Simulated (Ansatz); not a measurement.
Level of theory: Ansatz (a program for electronic structure) with frozen-core CCSD(T)/def2-TZVPP // BP86-D3(BJ)/def2-SVP.

Ansatz 0.2 input:
```yaml
crystal:
  periodic: [false, false, false]
  atoms:
    - { symbol: W, position_ang: [0.032983, -0.048975, 0.134033] }
    - { symbol: F, position_ang: [1.910417, -0.11461, -0.114022] }
    - { symbol: F, position_ang: [0.006368, 1.593526, 1.012751] }
    - { symbol: F, position_ang: [0.032227, 0.819312, -1.533905] }
    - { symbol: F, position_ang: [0.404155, -0.935131, 1.750496] }
    - { symbol: F, position_ang: [-0.340337, -1.676245, -0.69313] }
    - { symbol: N, position_ang: [-1.91133, 0.022171, 0.390856] }
    - { symbol: H, position_ang: [-2.413116, 0.794166, 0.848331] }
    - { symbol: H, position_ang: [-2.566696, -0.70678, 0.080398] }
basis:
  gaussian: { orbitals: def2-TZVPP }
correlation:
  method: ccsd_t
```

Output:

```
Functional definition: HF
1775 factors; integrals over basis functions are off by at most 1.2e-3 eV
mean field evaluation 1: about -16849.4177 eV, gradient 8.5e1 eV
mean field evaluation 2: about -16849.6552 eV, gradient 8.6e1 eV
mean field evaluation 4: about -16861.8516 eV, gradient 6.4e0 eV
mean field evaluation 8: about -16861.9957 eV, gradient 1.0e0 eV
mean field evaluation 16: about -16861.9983 eV, gradient 3.1e-6 eV
mean field -16861.99834949 eV, -619.6670098709 hartree, gradient 3.1e-6 eV, S^2 0.000000; 0 other end points of the search recorded, 0 dependent functions left out
6 core orbitals not correlated
reference -16861.99834949 eV, -619.6670098709 hartree; 28, 28 occupied and 236, 236 virtual orbitals, 1775 factors
second order -53.96852088 eV of doubles, -0.00000000 eV of singles
cycle   1  -50.69253281 eV  change     3.3e0 eV  update   2.8e-1
cycle   2  -52.46996675 eV  change    -1.8e0 eV  update   1.7e-1
cycle   3  -52.86171078 eV  change   -3.9e-1 eV  update   4.9e-2
cycle   4  -52.84654485 eV  change    1.5e-2 eV  update   2.0e-2
cycle   5  -52.81478510 eV  change    3.2e-2 eV  update   6.5e-3
cycle   6  -52.81558922 eV  change   -8.0e-4 eV  update   3.1e-3
cycle   7  -52.81982885 eV  change   -4.2e-3 eV  update   1.3e-3
cycle   8  -52.81942905 eV  change    4.0e-4 eV  update   7.7e-4
cycle   9  -52.81920306 eV  change    2.3e-4 eV  update   3.5e-4
cycle  10  -52.82003838 eV  change   -8.4e-4 eV  update   1.6e-4
cycle  11  -52.81968835 eV  change    3.5e-4 eV  update   8.3e-5
cycle  12  -52.81951589 eV  change    1.7e-4 eV  update   2.7e-5
cycle  13  -52.81960189 eV  change   -8.6e-5 eV  update   1.6e-5
cycle  14  -52.81955671 eV  change    4.5e-5 eV  update   7.9e-6
perturbative correction -2.30104160 eV, -0.0845617190 hartree
Total energy: -16917.11894780 eV, -621.6926544965 hartree
```

Cost: very roughly 60 core-minutes.
